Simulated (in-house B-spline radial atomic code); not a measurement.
Gd II (Gd+) is squeezed into an impenetrable sphere of radius R (the orbitals vanish at R). Computed with a B-spline radial code for spherical atoms: Dirac-Hartree-Fock, average of configuration, Fermi nucleus of rms radius 5.1569 fm.

Energies in eV above the free ion in [Xe] 4f7 5d1 6s1:

```
R (bohr)  highest level (eV)  [Xe] 4f7 5d1 6s1  [Xe] 4f7 5d1 5f1  [Kr] 4d9 4f7 5s2 5p6 5d1 5f1 6s1
    8.88               -11.1            0.0473             9.585                             165.5
    5.86               -9.74             1.594             15.55                             171.4
    4.82               -6.74             5.165             21.94                             179.1
    4.27               -2.97             9.992             28.27                             187.6
    3.54                8.49             26.61             45.41                             212.2
    3.09                24.3             53.56             69.69                             247.2
    2.53                68.2             146.8             149.5                               358
    2.03                 167             422.5             385.2                             667.6
    1.65                 350              1075             952.9                              1379
    1.21                 952              3980              3546                              4461
```

(1) Does [Xe] 4f7 5d1 5f1 fall below [Xe] 4f7 5d1 6s1 under compression?

(2) Does [Kr] 4d9 4f7 5s2 5p6 5d1 5f1 6s1 fall below [Xe] 4f7 5d1 6s1 under compression?

The highest level is first positive in the row R = 3.54 bohr, pushed up by confinement above the zero of the free ion's potential. Each configuration is held fixed and needn't be the lowest in the sphere.

Answers

(1) Yes, between R = 2.53 and 2.03 bohr the order changes (near 2.5 bohr by linear interpolation).

(2) No, it stays above over the whole range.
